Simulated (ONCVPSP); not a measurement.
## Transferability test, ONCV potential for C

carbon (C), optimised norm-conserving Vanderbilt (ONCV), made with ONCVPSP 4.0.1 (PBEsol, scalar-relativistic). Core [He], reference 2s2 (charge +2). Waves: 2s: rc 0.85 bohr, ncon 4, nbas 8, qcut 7 1/bohr, 2 projectors, debl 1.1 Ha; p scattering state at 0.22 Ha: rc 0.85 bohr, ncon 4, nbas 9, qcut 9.8 1/bohr, 2 projectors, debl 1.2 Ha. Local part: polynomial inside 0.70 bohr (lpopt 1, dvloc0 0 Ha). Core correction: none.

In the s channel the program set the typed energies aside and used -1.477, 0.250 Ha. In the p channel the program set the typed energies aside and used 0.050, 1.250 Ha.

Energies are relative to the spin-unpolarised reference configuration 2s2; without spin polarisation the order of configurations can differ from experiment.

Give the all-electron excitation energy and the error of the potential for: 2s2 2p2; 2s2 2p1; 2s1; 2s2 2p1.5.

```
valence configuration  charge  ΔE all-electron (eV)  error AE − PS (meV)
              2s2 2p2       0               -34.807                 +101
              2s2 2p1      +1               -24.019                  +55
                  2s1      +3                47.964                  +47
            2s2 2p1.5    +0.5               -30.875                  +84
```

Levels in the configuration 2s2 2p1:

| level | all-electron (eV) | pseudo (eV) |
| --- | --- | --- |
| 2s | -25.620 | -25.643 |
| 2p | -16.907 | -16.972 |
